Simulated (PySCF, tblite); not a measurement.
C6H7NO2Si.
Z-matrix (Å and degrees, GFN2-xTB geometry), rows numbered from 1:
```
O 
Si  1  1.6160
N   2  1.7285  1  105.36
C   3  1.3718  2  125.87  1   -20.82
C   4  1.3585  3  109.26  2  -176.28
C   5  1.4178  4  107.05  3     0.31
C   6  1.3587  5  107.00  4     0.08
C   2  1.8928  1  124.51  3  -146.16
C   8  1.3312  2   85.52  1  -109.92
O   9  1.3842  8  107.77  2     0.77
H   1  0.9545  2  120.51  3  -159.45
H   4  1.0702  3  119.63  2     4.14
H   5  1.0724  4  126.66  3  -179.60
H   6  1.0724  5  126.37  4  -179.80
H   7  1.0717  3  120.30  2    -4.52
H   8  1.0702  2  144.88  1    72.34
H   9  1.0748  8  135.24  2  -179.77
```

Level of theory: PBE0/pcSseg-1 in PySCF (dipole) on a GFN2-xTB geometry, gas phase.

Take the most abundant isotopes and a rigid rotor. The values belong to one conformer with, in the numbering `[OH:1][Si@:2]1([n:3]2[cH:4][cH:5][cH:6][cH:7]2)[CH:8]=[CH:9][O:10]1`, H–O1–Si2–N3 -159°, O1–Si2–N3–C4 -21°.

**Question.** What are A, B and C (MHz)?

**Answer.** Ia = 196.96, Ib = 577.23, Ic = 694.45 u·Å²; 505379 MHz·u·Å²/I gives A = 2566, B = 875.5, C = 727.7 MHz.

**Question.** What kind of rotor is it?

**Answer.** An asymmetric top; Ray's κ = -0.839.

**Question.** What does the inertial defect say?

**Answer.** Not planar: Δ = Ic − Ia − Ib = -79.74 u·Å². For a rigid frame Δ = −2 Σ m c², so Σ m c² = 39.87 u·Å² lies off the ab plane: 5.42 from hydrogen and 34.45 from heavier atoms. The atom farthest from that plane is 2.20 Å away.

**Question.** Give the other two planar moments, Paa and Pbb, and the rms extents of the mass along the axes.

**Answer.** Paa = Σ m a² = (Ib + Ic − Ia)/2 = 537.36 and Pbb = Σ m b² = (Ia + Ic − Ib)/2 = 157.10 u·Å². With the mass M = 153.02 u, the rms extents √(P/M) along a, b and c are 1.87, 1.01, 0.51 Å.

**Question.** Give the coordinates in the principal-axis frame, origin at the centre of mass.

**Answer.** The sense of each axis is arbitrary; atoms in the order of the calculation.
```json
{"atom": "O1", "mass (u)": "15.995", "a (Å)": "-0.970", "b (Å)": "1.993", "c (Å)": "0.168"}
{"atom": "Si2", "mass (u)": "27.977", "a (Å)": "-0.860", "b (Å)": "0.398", "c (Å)": "-0.064"}
{"atom": "N3", "mass (u)": "14.003", "a (Å)": "0.829", "b (Å)": "0.040", "c (Å)": "0.008"}
{"atom": "C4", "mass (u)": "12.000", "a (Å)": "1.850", "b (Å)": "0.937", "c (Å)": "-0.182"}
{"atom": "C5", "mass (u)": "12.000", "a (Å)": "3.038", "b (Å)": "0.281", "c (Å)": "-0.132"}
{"atom": "C6", "mass (u)": "12.000", "a (Å)": "2.748", "b (Å)": "-1.088", "c (Å)": "0.093"}
{"atom": "C7", "mass (u)": "12.000", "a (Å)": "1.396", "b (Å)": "-1.201", "c (Å)": "0.166"}
{"atom": "C8", "mass (u)": "12.000", "a (Å)": "-2.012", "b (Å)": "-0.605", "c (Å)": "-1.181"}
{"atom": "C9", "mass (u)": "12.000", "a (Å)": "-2.490", "b (Å)": "-1.120", "c (Å)": "-0.051"}
{"atom": "O10", "mass (u)": "15.995", "a (Å)": "-1.812", "b (Å)": "-0.530", "c (Å)": "1.002"}
{"atom": "H11", "mass (u)": "1.008", "a (Å)": "-1.791", "b (Å)": "2.385", "c (Å)": "0.459"}
{"atom": "H12", "mass (u)": "1.008", "a (Å)": "1.623", "b (Å)": "1.973", "c (Å)": "-0.330"}
{"atom": "H13", "mass (u)": "1.008", "a (Å)": "4.014", "b (Å)": "0.714", "c (Å)": "-0.239"}
{"atom": "H14", "mass (u)": "1.008", "a (Å)": "3.462", "b (Å)": "-1.883", "c (Å)": "0.188"}
{"atom": "H15", "mass (u)": "1.008", "a (Å)": "0.778", "b (Å)": "-2.060", "c (Å)": "0.332"}
{"atom": "H16", "mass (u)": "1.008", "a (Å)": "-2.278", "b (Å)": "-0.823", "c (Å)": "-2.195"}
{"atom": "H17", "mass (u)": "1.008", "a (Å)": "-3.245", "b (Å)": "-1.843", "c (Å)": "0.200"}
```

**Question.** List the rotational levels J(Ka,Kc) to J = 2 (cm⁻¹).

**Answer.** Above 0(0,0):
J = 1: 1(0,1) 0.0535, 1(1,1) 0.1099, 1(1,0) 0.1148
J = 2: 2(0,2) 0.1601, 2(1,2) 0.2119, 2(1,1) 0.2267, 2(2,1) 0.3958, 2(2,0) 0.3961
The levels of one J sum to (2J + 1)J(J + 1)(A + B + C)/3.

**Question.** Predict some low-J microwave lines.

**Answer.** The dipole components are |μa| = 2.16 D, |μb| = 0.55 D, |μc| = 0.71 D. Intensities carry the squares of the components, which stand as 1.00 : 0.06 : 0.11 (a : b : c). Some lines, for components of 0.1 D or more:

| type | branch | J(Ka,Kc) | MHz | lower level (cm⁻¹) |
| --- | --- | --- | --- | --- |
| c | Q | 3(1,3) ← 3(0,3) | 1361 | 0.319 |
| b | Q | 1(1,0) ← 1(0,1) | 1838 | 0.053 |
| b | Q | 2(1,1) ← 2(0,2) | 1995 | 0.160 |
| a | R | 2(1,2) ← 1(1,1) | 3059 | 0.110 |
| b | R | 3(0,3) ← 2(1,2) | 3221 | 0.212 |
| c | R | 1(1,0) ← 0(0,0) | 3441 | 0.000 |
| a | R | 3(1,3) ← 2(1,2) | 4582 | 0.212 |
| a | R | 3(2,1) ← 2(2,0) | 4847 | 0.396 |
| b | Q | 3(2,1) ← 3(1,2) | 4901 | 0.394 |
| c | R | 2(2,0) ← 1(1,0) | 8435 | 0.115 |
| b | Q | 3(3,0) ← 3(2,1) | 8781 | 0.558 |
| c | R | 3(2,1) ← 2(1,1) | 9927 | 0.227 |
| c | R | 3(2,2) ← 2(1,2) | 10324 | 0.212 |
| b | R | 3(2,1) ← 2(1,2) | 10370 | 0.212 |
| b | R | 3(3,1) ← 2(2,0) | 13627 | 0.396 |

**Question.** Estimate the classical rotational partition function at 25 K, 50 K and 200 K.

**Answer.** Point group C1, symmetry number σ = 1; q = (√π/σ)·√((kT/h)³/(ABC)), k/h = 20836.6 MHz/K: 16500 at 25 K, 46600 at 50 K, 373000 at 200 K.

Its GFN2-xTB frequencies are all real (lowest 34 cm⁻¹). Constants of a rigid frame at the computed geometry: no zero-point averaging, no centrifugal distortion. Quadrupole hyperfine structure (14N) is left out.
